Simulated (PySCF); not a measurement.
**Structure revision by computed shifts**

A compound C₈H₇FO₂ gives the data below (simulated from a calculation) and was assigned the structure `O=C(O)Cc1ccc(F)cc1`.

$^{13}$C{$^{1}$H} NMR (computed): δ 176.3 (C), 173.3 (C), 143.1 (C), 135.7 (CH), 130.1 (CH), 122.3 (CH), 120.5 (CH), 44.6 (CH2).

$^{1}$H NMR (600 MHz, computed): δ 7.80 (m, 1H), 7.61 (m, 1H), 7.33 (d, 1H), 7.29 (m, 1H), 5.91 (br s, 1H), 3.58 (s, 2H).

Theoretical values (PySCF 2.14.0 with density-fitted response routines): geometry from GFN2-xTB, NMR shieldings at PBE0/pcSseg-1/GIAO. Non-relativistic Hamiltonian, no solvent, fast rotation and ring inversion assumed for equivalent nuclei, a single conformation.

δ = σ(ref) − σ, references computed at the same level: $^{1}$H (31.72 ppm) and $^{13}$C (186.93 ppm) against TMS.

Q: Compare with the shifts computed for the proposed structure, pairing carbons in order of shift.

A: Numbering as in the mapped SMILES `[O:1]=[C:2]([OH:3])[CH2:4][c:5]1[cH:6][cH:7][c:8]([F:9])[cH:10][cH:11]1`; H(Xn) means a hydrogen on atom n.

| atom | computed for proposal | given list | difference |
| --- | --- | --- | --- |
| C2 | 177.1 | 176.3 | +0.8 |
| C8 | 172.3 | 173.3 | -1.0 |
| C6 | 137.6 | 143.1 | -5.5 |
| C11 | 137.6 | 135.7 | +1.9 |
| C5 | 135.4 | 130.1 | +5.3 |
| C7 | 121.4 | 122.3 | -0.9 |
| C10 | 121.4 | 120.5 | +0.9 |
| C4 | 42.1 | 44.6 | -2.5 |

The rms difference is 3.0 ppm and the largest -5.5 ppm at C6 (aromatic CH). The proposal also would give 6 carbon signals, not 8. The carbon types in order of shift don't match either: C, C, CH, CH, C, CH, CH, CH2 for the proposal against C, C, C, CH, CH, CH, CH, CH2 in the data. The proposal doesn't fit.

Q: Which isomer fits?

A: `Fc1cccc(CC(=O)O)c1`.

1. Carbon types of the structure: 3 × C, 4 × CH, 1 × CH2, leaving 1 H on heteroatoms.
2. δC 176.3: carboxylic acid carbon; lone-pair donation from the attached heteroatom keeps it upfield of a ketone carbonyl.
3. δC 173.3: aromatic carbon bearing fluorine; σ withdrawal by the attached heteroatom moves it downfield of the ring CH carbons.
4. δC 143.1: substituted aromatic carbon.
5. δC 135.7, 130.1, 122.3, 120.5: aromatic CH.

Other isomers checked: COC(=O)c1ccc(F)cc1 (rms 3.9 ppm); O=C(O)Cc1ccccc1F (rms 4.0 ppm).

The data come from this structure; uniqueness wasn't tested.

OH/NH shifts are gas-phase values; hydrogen bonding in solution moves them, usually downfield. Splittings by $^{19}$F in the carbon and heteronuclear signals aren't shown, as no couplings were computed. Shifts are as computed. Against solution values, carbons near 30 ppm lie about +3 ppm off and those near 130 ppm about +5 ppm. Of 1211 compounds with measured shifts, 218 miss one by over three times the rms of a fit or turn the order of signals round; such compounds aren't used in these exercises. Hydrogen bonding in solution deshields acid and N–H amide carbonyl carbons by as much as 10 ppm beyond these values. No couplings were computed; multiplicities are counted from neighbouring protons, with m where these are inequivalent, close in shift, in a saturated or five-membered ring or joined by F or P, and br s for small geminal =CH2 splittings.
